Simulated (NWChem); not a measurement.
AlN₂H₅O; SMILES [NH2][Al]([NH2])[OH]

```xyz
9

Al     0.0224    -0.0036     0.0076
O      1.7362     0.1802     0.0279
H      2.3397    -0.5477     0.2353
N     -0.7773    -1.6003    -0.0034
H     -0.3124    -2.4978    -0.1468
H     -1.7829    -1.7482     0.0979
N     -0.9279     1.5013     0.0023
H     -1.9334     1.5807    -0.1512
H     -0.5118     2.4293     0.0929
```
Atoms are numbered in this order, from 1.

Results from NWChem. Pople sets run with spherical d functions. Geometry: optimised at PBE-D3(BJ)/def2-SVP. Atomic charges in e: unrestrained fits to the electrostatic potential beside Mulliken populations; buried atoms are poorly determined by the fit.

Task: What does the run give for Hartree-Fock/6-31G*? Quantities: ESP Al1; Mulliken Al1; ESP O2; Mulliken O2; ESP N4; Mulliken N4; ESP N7; Mulliken N7; relative RMS misfit of the potential (%).

Result: 
```yaml
ESP Al1: 1.47
Mulliken Al1: 1.28
ESP O2: -0.93
Mulliken O2: -0.96
ESP N4: -1.34
Mulliken N4: -1.12
ESP N7: -1.28
Mulliken N7: -1.11
relative RMS misfit of the potential (%): 24
```
